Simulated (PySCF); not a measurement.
Low-lying terms of Al(3+) (aluminium, charge +3)

Ground state [Ne], ¹S. Calculation: PySCF 2.14, in aug-cc-pV(T+d)Z with one added diffuse shell each of s, p, d, f type (7s6p5d3f, 71 functions); the non-relativistic Hamiltonian (point nucleus). Vertical excitation energies in eV without spin-orbit coupling; excited terms of each kind are numbered among those the solver found. Frozen: 1s2.

```csv
term,leading excitation,EOM-EE-CCSD
1 3P°,2p → s,75.913
1 1P°,2p → s,76.732
1 3S,2p → p,82.785
1 3D,2p → p,84.066
1 1D,2p → p,84.564
1 1P,2p → p,84.715
1 3P,2p → p,84.724
1 1S,2p → p,87.906
2 3P°,2p → d,93.684
1 3F°,2p → d,94.006
1 1F°,2p → d,94.151
1 1D°,2p → d,94.432
2 3S,2p → p,101.52
2 1D,2p → p,102.02
```

The solver can miss terms.
